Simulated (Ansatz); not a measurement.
`O[SiH2][SiH](O)F` and `CO[SiH](O)F` differ in one atom or group.

Ansatz, PBE0-D4/def2-TZVP geometries, multiplicity 1. Each molecule was computed in one conformer, which needn't be the lowest.

```tsv
property	`O[SiH2][SiH](O)F`
zero-point energy (PBE0-D4/def2-TZVP) / kJ/mol	152.4
size of the dipole moment (PBE/def2-TZVPP) / D	2.93
HOMO–LUMO gap (ωB97M-V/def2-TZVPP) / eV	11.01
ideal-gas entropy at 298 K and 1 bar (rigid rotor, harmonic PBE0-D4/def2-TZVP) / J/(mol·K)	366
HOMO energy (B3LYP/def2-TZVPP) / eV	-7.87
size of the dipole moment (ωB97M-V/def2-TZVPP) / D	3.08
```

(1) What does the change do to each property? (An estimate is asked.)

## Answers

(1) Ansatz gave: 
```json
{"property": "zero-point energy (PBE0-D4/def2-TZVP) / kJ/mol", "`CO[SiH](O)F`": "181.0", "shift": "28.6"}
{"property": "size of the dipole moment (PBE/def2-TZVPP) / D", "`CO[SiH](O)F`": "1.70", "shift": "-1.23"}
{"property": "HOMO–LUMO gap (ωB97M-V/def2-TZVPP) / eV", "`CO[SiH](O)F`": "13.52", "shift": "2.51"}
{"property": "ideal-gas entropy at 298 K and 1 bar (rigid rotor, harmonic PBE0-D4/def2-TZVP) / J/(mol·K)", "`CO[SiH](O)F`": "350", "shift": "-16"}
{"property": "HOMO energy (B3LYP/def2-TZVPP) / eV", "`CO[SiH](O)F`": "-8.49", "shift": "-0.62"}
{"property": "size of the dipole moment (ωB97M-V/def2-TZVPP) / D", "`CO[SiH](O)F`": "1.77", "shift": "-1.31"}
```

With PBE0 the HOMO falls by 0.67 eV and the LUMO rises by 1.69 eV, so the gap widens by about 2.36 eV. PBE moves the HOMO by -0.32 eV and ωB97M-V by -1.01 eV. Dipoles are sizes alone; their direction can turn. Modes under 60 cm⁻¹, often nearly free rotors, make the harmonic entropy too high.

B3LYP here is the variant with VWN-RPA as its local correlation; programs differ in this.
